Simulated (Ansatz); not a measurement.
`CC[Si]S` + H₂ → `C[Si]S` + CH₄ at 298.15 K and 1 bar (hydrogenolysis of a C–C bond).

Computed with Ansatz on PBE0-D4/def2-TZVP structures; ΔE is electronic, products minus reactants. CCSD(T)/CBS is the MP2 limit (def2-TZVPP, def2-QZVPP) plus CCSD(T) − MP2 in def2-TZVPP, frozen cores. This one scheme is used for every species. One conformer a species, not always the lowest.

```tsv
species	CCSD(T)/CBS energy (Eh)	H − E (kJ/mol)	S (J/(mol·K))
`CC[Si]S`	-766.55965	215.0	335.2
H₂	-1.17544	35.1	130.4
`C[Si]S`	-727.30578	136.5	304.5
CH₄	-40.46206	127.4	186.2
```

H − E and S are ideal-gas, rigid-rotor, harmonic terms from PBE0-D4/def2-TZVP, for one conformer and one mirror image of each species. The MP2-based limit puts H₂ 0.8 mEh under its directly extrapolated value; such offsets cancel only in part. 1 Eh = 2625.50 kJ/mol, R = 8.31446 J/(mol·K).

Task: By hand: ΔE, ΔH, ΔS and ΔG.

Result: ΔE = (-727.30578) + (-40.46206) − (-766.55965) − (-1.17544) = -0.03275 Eh = -86.0 kJ/mol. Δ(H − E) = 136.5 + 127.4 − 215.0 − 35.1 = 13.8, so ΔH = -72.2 kJ/mol. ΔS = 304.5 + 186.2 − 335.2 − 130.4 = 25.1 J/(mol·K). ΔG = -72.2 − 298.15 × (25.1)/1000 = -79.7 kJ/mol.

Task: By hand: the equilibrium constant, and the temperature at which ΔG would vanish if ΔH and ΔS stayed fixed.

Result: log₁₀ K = −ΔG/(RT ln 10) = 14.0. ΔH and −TΔS have one sign here, so there is no such temperature.

ΔH outweighs TΔS. A doubt of 5 kJ/mol in ΔE shifts log₁₀ K by 0.9 here. Other conformers and mirror images would add mixing entropy, several J/(mol·K) or more a flexible species. Modes under 60 cm⁻¹, often nearly free rotors, make the harmonic entropy too high. These are equilibria of isolated gas molecules and say nothing of rates. Largest T1 diagnostic: 0.014 (customary marks: 0.02 for closed shells, 0.045 for open ones).
